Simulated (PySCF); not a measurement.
Computed vibrations of [TaO2(OH)2]−

[TaO2(OH)2]− (singlet). PySCF 2.14.0, RKS PBE0, Ta def2-SVP with ECP60, O def2-SVP, H def2-SVP; non-relativistic Hamiltonian with scalar-relativistic core potentials where named; density fitting; no spin-orbit coupling. Central differences of gradients.

```xyz
7

Ta    0.0553    0.0553   -0.1009
O     1.7814   -0.1774    0.3004
O    -0.1774    1.7814    0.3004
O    -1.9680   -0.1643    0.2446
H    -2.2775    0.7343    0.4056
O    -0.1643   -1.9680    0.2446
H     0.7343   -2.2775    0.4056
```

Run from Python with OMP_NUM_THREADS=2. Where DIIS fails, smearing, a level shift and second-order steps follow.
It took 64 s on 2 threads of Arm Neoverse V1, with other jobs on the host.

(1) What are the harmonic wavenumbers and infrared intensities?

(2) Is this a minimum?

## Answers

(1) Modes are labelled in Cs; negative numbers are unstable modes, those under 60 cm⁻¹ near the noise; a finer grid moves soft modes by up to 10 cm⁻¹.
| cm⁻¹ | km/mol | symmetry |
| --- | --- | --- |
| -246 | – | a'' |
| 150 | 70.0 | a' |
| 253 | 61.6 | a'' |
| 273 | 2.1 | a' |
| 355 | 15.0 | a' |
| 517 | 80.1 | a'' |
| 551 | 117.0 | a' |
| 555 | 0.1 | a'' |
| 604 | 208.9 | a' |
| 701 | 183.7 | a'' |
| 742 | 178.0 | a' |
| 860 | 237.5 | a'' |
| 907 | 149.3 | a' |
| 3887 | 33.5 | a'' |
| 3890 | 3.6 | a' |

(2) No: 1 unstable; the lowest moves the atoms so:
```
Ta   0.00  0.00  0.00
O    0.11 -0.03 -0.42
O    0.03 -0.11  0.42
O   -0.12 -0.02 -0.43
H   -0.16 -0.06 -0.28
O    0.02  0.12  0.43
H    0.06  0.16  0.28
```
